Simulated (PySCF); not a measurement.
Molfile (atoms numbered from 1):
```
CH9NSi4
     RDKit          3D

 15 14  0  0  0  0  0  0  0  0999 V2000
   -1.9574    1.3071    1.8775 N   0  0  0  0  0  0  0  0  0  0  0  0
   -1.9671    1.0143    0.7545 C   0  0  0  0  0  0  0  0  0  0  0  0
   -1.8761    0.4827   -1.0293 Si  0  0  0  0  0  4  0  0  0  0  0  0
   -0.4286   -1.3738   -1.0783 Si  0  0  0  0  0  4  0  0  0  0  0  0
    0.9825   -1.1427    0.7822 Si  0  0  0  0  0  4  0  0  0  0  0  0
    1.9772    0.9806    0.6685 Si  0  0  0  0  0  4  0  0  0  0  0  0
   -1.3285    1.6480   -1.7808 H   0  0  0  0  0  0  0  0  0  0  0  0
   -3.2718    0.1961   -1.4663 H   0  0  0  0  0  0  0  0  0  0  0  0
   -1.2397   -2.6297   -1.0390 H   0  0  0  0  0  0  0  0  0  0  0  0
    0.3380   -1.3304   -2.3624 H   0  0  0  0  0  0  0  0  0  0  0  0
    0.1450   -1.2744    2.0126 H   0  0  0  0  0  0  0  0  0  0  0  0
    2.0258   -2.2156    0.7818 H   0  0  0  0  0  0  0  0  0  0  0  0
    3.1136    0.9297   -0.3029 H   0  0  0  0  0  0  0  0  0  0  0  0
    0.9809    1.9778    0.1710 H   0  0  0  0  0  0  0  0  0  0  0  0
    2.4874    1.4130    2.0034 H   0  0  0  0  0  0  0  0  0  0  0  0
  1  2  3  0
  2  3  1  0
  3  4  1  0
  4  5  1  0
  5  6  1  0
  3  7  1  0
  3  8  1  0
  4  9  1  0
  4 10  1  0
  5 11  1  0
  5 12  1  0
  6 13  1  0
  6 14  1  0
  6 15  1  0
M  END
```

Geometry: PBE0-D3(BJ)/def2-SVP; GIAO shifts from PySCF 2.14.0 with density-fitted response routines, gas phase, non-relativistic, averaged over equivalent atoms.

At PBE0/pcSseg-1 (175 basis functions, 28 s wall time on 1 thread of an Arm Neoverse V2, shared host):
```
      atoms  δ (ppm)
         N1    380.2
         C2    124.2
        Si3    -93.1
        Si6   -104.2
        Si5   -113.6
        Si4   -116.7
      H7/H8     4.32
    H11/H12     3.79
H13/H14/H15     3.72
     H9/H10     3.58
```

Referencing at the same level of theory: NH3 for 15N (σref 265.67); 13C (σref 184.41) and 29Si (σref 351.99) and 1H (σref 31.27) against TMS.

Q: Estimate the result of repeating the calculation with wB97X-D/pcSseg-2.

A: 
```csv
atoms,δ at wB97X-D/pcSseg-2,change
N1,374.2,-6.0
C2,129.4,+5.2
Si3,-93.3,-0.2
Si6,-106.1,-1.9
Si5,-116.7,-3.1
Si4,-119.2,-2.5
H7/H8,4.27,-0.05
H11/H12,3.76,-0.03
H13/H14/H15,3.72,+0.00
H9/H10,3.57,-0.01
```

Referencing at the same level of theory: 15N (σref 260.06) against NH3; 13C (σref 184.42), 29Si (σref 340.70), 1H (σref 31.36) against TMS.

The largest change is at N1 (nitrile nitrogen). Cost: 370 basis functions, 110 s wall time on 1 thread of an Arm Neoverse V2, shared host.

Experimental scales use liquid or dissolved standards, which lie at an offset from isolated NH3 (liquid NH3: subtract about 20 ppm). Unscaled 15N shifts of sp2 nitrogen come out 20 to 40 ppm too high even then.
